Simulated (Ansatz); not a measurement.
`C[NH][Ga]([F])[F]` + `CO[Si](F)(F)SC` → `C[S][Ga]([F])[F]` + `CN[Si](F)(F)OC`  (redistribution)

Calculated with Ansatz (gas phase, PBE0-D4/def2-TZVP geometries, no zero-point term in ΔE). CCSD(T)/CBS adds triple-zeta CCSD(T) − MP2 to the extrapolated MP2 energy (def2 sets, frozen cores). DFT in def2-TZVPP. B3LYP here is the variant with VWN-RPA as its local correlation; programs differ in this. For Ga outer-core shells are correlated without core-valence functions, which leaves a few kJ/mol of doubt a bond. Scalar relativity is left out up to krypton. One conformer a species, not always the lowest.

```csv
level,ΔE (kcal/mol)
PBE0-D4,-14.6
B3LYP-D4,-15.2
```

(1) What does CCSD(T)/CBS give? (An estimate is asked.)

Largest T1 diagnostic among the species: 0.014.

## Answers

(1) Ansatz gave: -14.0 kcal/mol. The listed levels differ from it by -0.6, -1.2 kcal/mol.

In def2-TZVPP, CCSD(T) changes the Hartree–Fock value by +3.4 kcal/mol (the triples alone add +0.5 kcal/mol) and MP2 by +4.2 kcal/mol. From PBE to PBE0 (25 % exact exchange), in def2-TZVPP and without D4, ΔE moves by −0.8 kcal/mol.
